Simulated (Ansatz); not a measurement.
`[OH][Hf]([OH])([F])[F]` and `[OH][Hf]([F])([F])[F]` differ in one atom or group.

Ansatz, PBE0-D4/def2-TZVP geometries, multiplicity 1. Each molecule was computed in one conformer, which needn't be the lowest.

Elements past krypton have def2 core potentials.

```json
{"property": "zero-point energy (PBE0-D4/def2-TZVP) / kJ/mol", "`[OH][Hf]([OH])([F])[F]`": "74.4"}
{"property": "LUMO energy (PBE0/def2-TZVPP) / eV", "`[OH][Hf]([OH])([F])[F]`": "-0.35"}
{"property": "HOMO–LUMO gap (PBE0/def2-TZVPP) / eV", "`[OH][Hf]([OH])([F])[F]`": "9.23"}
{"property": "HOMO–LUMO gap (ωB97M-V/def2-TZVPP) / eV", "`[OH][Hf]([OH])([F])[F]`": "12.81"}
{"property": "size of the dipole moment (B3LYP/def2-TZVPP) / D", "`[OH][Hf]([OH])([F])[F]`": "3.35"}
{"property": "HOMO energy (ωB97M-V/def2-TZVPP) / eV", "`[OH][Hf]([OH])([F])[F]`": "-12.03"}
```

(1) Give the same properties after the change, and the shifts. (An estimate is asked.)

## Answers

(1) Computed: 
| property | `[OH][Hf]([F])([F])[F]` | shift |
| --- | --- | --- |
| zero-point energy (PBE0-D4/def2-TZVP) / kJ/mol | 47.7 | -26.7 |
| LUMO energy (PBE0/def2-TZVPP) / eV | -0.60 | -0.25 |
| HOMO–LUMO gap (PBE0/def2-TZVPP) / eV | 9.64 | 0.41 |
| HOMO–LUMO gap (ωB97M-V/def2-TZVPP) / eV | 13.28 | 0.47 |
| size of the dipole moment (B3LYP/def2-TZVPP) / D | 2.67 | -0.68 |
| HOMO energy (ωB97M-V/def2-TZVPP) / eV | -12.73 | -0.70 |

With PBE0 the HOMO falls by 0.66 eV and the LUMO falls by 0.25 eV, so the gap widens by about 0.41 eV. PBE moves the HOMO by -0.62 eV and ωB97M-V by -0.70 eV. The zero-point energy changes by -26.7 kJ/mol with -3 modes. Dipoles are sizes alone; their direction can turn.

B3LYP here is the variant with VWN-RPA as its local correlation; programs differ in this.
